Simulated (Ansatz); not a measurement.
Basis-set extrapolation for C₃H₉FSi (`C[SiH2]CCF`) (PBE0-D4/def2-TZVP geometry, frozen core, the Gaussian-basis code of Ansatz). Multiplicity 1, RHF reference.

```
                      def2-TZVPP   def2-QZVPP
                 HF  -507.324760  -507.343750
    MP2 correlation    -0.903610    -0.970470
CCSD(T) correlation    -0.992175      not run
```

Energies in hartree. Use E(X) = E(∞) + A·exp(−7.88·√X) for Hartree–Fock and E(X) = E(∞) + B·X^(−2.97) for correlation, with X = 3 and 4, and add CCSD(T) minus MP2 of the smaller set to the MP2 limit.

What is the CCSD(T) energy at the basis-set limit?

HF limit: -507.343750 + (-0.018990) × 0.13774 = -507.34637. MP2 limit: -0.970470 + (-0.066860) × 0.74074 = -1.02000. Higher-order term: -0.992175 − (-0.903610) = -0.08857. Total: -508.45494 hartree, 3.76 eV below CCSD(T)/def2-TZVPP.
